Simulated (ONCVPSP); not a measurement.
## germanium: one change to an ONCV potential, before and after

```
Element                 : germanium (Ge)
Generator               : ONCVPSP 4.0.1
Type                    : optimised norm-conserving Vanderbilt (ONCV)
Functional              : PBE
Relativity              : scalar-relativistic
Frozen core             : [Ar] 3d10
Valence charge          : 4
Reference configuration : 4s2 4p1 (charge +1)
Partial waves           : 4s: rc 1.50 bohr, ncon 4, nbas 7, qcut 5.4 1/bohr, 1 projector; 4p: rc 2.20 bohr, ncon 4, nbas 7, qcut 4.4 1/bohr, 1 projector
Local potential         : polynomial inside 1.45 bohr (lpopt 5, dvloc0 0 Ha)
Core correction         : none
```

All-electron outer shells of the reference configuration (PBE, scalar-relativistic, ld1.x):

```csv
shell,level (eV),outermost node (bohr),outermost maximum (bohr)
3p,-124.65,0.23,0.54
3d,-38.32,–,0.50
4s,-19.86,0.77,1.71
4p,-11.24,0.82,2.08
```

Change: s: qcut 4.7; p: qcut 3.9.

Cutoffs: the cutoffs (Ha) at which the residual kinetic energy of the hardest occupied pseudo-wave falls to 1 and 0.1 mHa per electron; they do not see the model core or the augmentation charge, which bear on the density cutoff. Errors are all-electron minus pseudo energies relative to the spin-unpolarised reference configuration.

Problem. Predict the effect on cutoff, ghosts and configuration errors.

Solution. The potential gets neither clearly harder nor softer (8.9 Ha and 38 Ha → 8.9 Ha and 32 Ha); the s channel sets the loose cutoff, while the largest relative change is in p, which becomes softer; the errors of the 4 common tests hardly move; neither file shows a bound ghost.

| quantity | base | changed |
| --- | --- | --- |
| cutoff, loose | 8.9 Ha | 8.9 Ha |
| cutoff, tight | 38 Ha | 32 Ha |
| loose cutoff by channel | s 8.9 Ha, p 6.2 Ha | s 8.9 Ha, p 5.3 Ha |
| bound ghosts | none | none |
| GHOST(+) flags under 300 eV | s at 22.4 eV | s at 22.3 eV |
| error for 4s2 4p2, meV [ΔE -7.44 eV] | +4.0 | +3.9 |
| error for 4s2 4p0, meV [ΔE 15.44 eV] | +7.9 | +7.1 |
| error for 4s1 4p0, meV [ΔE 50.23 eV] | +131 | +128 |
| error for 4s2 4p1.5, meV [ΔE -4.64 eV] | +1.4 | +1.4 |
| s: phases at 1.52 bohr within 0.05 rad from the reference energy up to (Ha; the scan ends near 5) | 0.2 | 0.2 |
| p: phases at 2.23 bohr within 0.05 rad from the reference energy up to (Ha; the scan ends near 5) | 1.1 | 1.0 |
